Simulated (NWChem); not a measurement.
Molecule: CH4Be; SMILES [CH3][BeH]

```xyz
6

Be     0.0000     0.0000    -1.0606
H      0.0000     0.0000    -2.4050
C      0.0000     0.0000     0.6189
H      0.7236     0.7312     1.0443
H      0.2715    -0.9923     1.0443
H     -0.9951     0.2610     1.0443
```
Atoms are numbered in this order, from 1.

Computed with NWChem. Pople sets run with spherical d functions. Geometry: optimised at PBE-D3(BJ)/def2-SVP. Ions are spin-unrestricted doublets at the neutral geometry; other ion states weren't tried.

For level PBE/6-31+G*:

```yaml
vertical ionisation energy, ΔSCF (eV): 10.69
"−ε(HOMO) (eV)": 6.96
```

Task: Estimate the same quantities for level BHandHLYP/6-31+G*.

Result: 
* **vertical ionisation energy, ΔSCF (eV)**: 10.98
* **−ε(HOMO) (eV)**: 9.62
